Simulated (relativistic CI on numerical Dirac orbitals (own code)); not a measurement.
# The 9-electron sequence from In⁴⁰⁺ to Er⁵⁹⁺

Method of calculation: Dirac-Coulomb-Breit CI, KLI orbitals optimised for each configuration, model QED, unscaled Slater integrals (own radial code, finite nucleus).

Configuration list (outside the closed core 1s2): 2s²2p⁵, 2s2p⁶, 2s²2p⁴3s, 2p⁶3s, 2s²2p⁴3p, 2p⁶3p, 2p⁶3d. Levels of other configurations are missing.

Energies above each ion's lowest level, in eV. Levels are followed by their leading LS label, which can pass from one level to another where the coupling changes.

```csv
Ion,2s²2p⁵ ²P°3/2,2s²2p⁵ ²P°1/2,2s2p⁶ ²S1/2,2s²2p⁴3s ⁴P5/2,2s²2p⁴3s ²P3/2
In⁴⁰⁺,0,217.71,487.57,3485.7,3492.5
Sn⁴¹⁺,0,238.13,515.17,3646,3652.9
Sb⁴²⁺,0,260.01,544.33,3809.6,3816.7
Te⁴³⁺,?,?,?,?,?
I⁴⁴⁺,0,308.48,607.58,4147,4154.4
Xe⁴⁵⁺,0,335.23,641.85,4320.6,4328.2
Cs⁴⁶⁺,0,363.76,678.01,4497.6,4505.4
Ba⁴⁷⁺,0,394.18,716.14,4677.9,4685.8
La⁴⁸⁺,0,426.57,756.34,4861.5,4869.5
Ce⁴⁹⁺,0,461.03,798.71,5048.2,5056.5
Pr⁵⁰⁺,0,497.66,843.36,5238.2,5246.6
Nd⁵¹⁺,0,536.57,890.39,5431.4,5440
Pm⁵²⁺,0,577.85,939.9,5627.7,5636.4
Sm⁵³⁺,0,621.64,992,5827.1,5836.1
Eu⁵⁴⁺,0,668.04,1046.9,6029.7,6038.8
Gd⁵⁵⁺,0,717.18,1104.6,6235.3,6244.5
Tb⁵⁶⁺,0,769.18,1165.3,6443.9,6453.3
Dy⁵⁷⁺,0,824.18,1229.1,6655.5,6665.2
Ho⁵⁸⁺,0,882.32,1296.2,6870.1,6879.9
Er⁵⁹⁺,0,943.74,1366.7,7087.6,7097.6
```

Task: Fill in the row of Te⁴³⁺.

Result: 2s²2p⁵ ²P°3/2 0, 2s²2p⁵ ²P°1/2 283.44, 2s2p⁶ ²S1/2 575.1, 2s²2p⁴3s ⁴P5/2 3976.6, 2s²2p⁴3s ²P3/2 3983.9 (eV).

The lowest level keeps the configuration 2s²2p⁵ and J = 3/2 throughout.

Between Z = 65 and 68 the energy of 2s²2p⁵ ²P°1/2 follows a local power law Z^4.5. For orientation: electrostatic splittings inside a shell grow about linearly with the screened charge, excitations that change n as its square, and fine structure as its fourth power; written in Z itself the exponents are larger, since the screened charge grows faster in proportion.
